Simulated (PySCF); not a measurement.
A calculated (TPSS, PySCF 2.14, def2-TZVP, no relativity, point nucleus) atom or ion has these occupied shells.

```
shell  electrons  orbital energy (eV)  rms radius, mean of both spins (bohr)
 1s α          1              -386.95                                  0.266
 1s β          1              -385.28                                  0.266
 2s α          1              -20.454                                   1.47
 2s β          1              -15.297                                   1.47
 2p α          3               -8.410                                   1.62
```

(1) Name the element and its charge.

## Answers

(1) N (nitrogen, neutral), in [He] 2s2 2p3, high-spin 4S determinant.
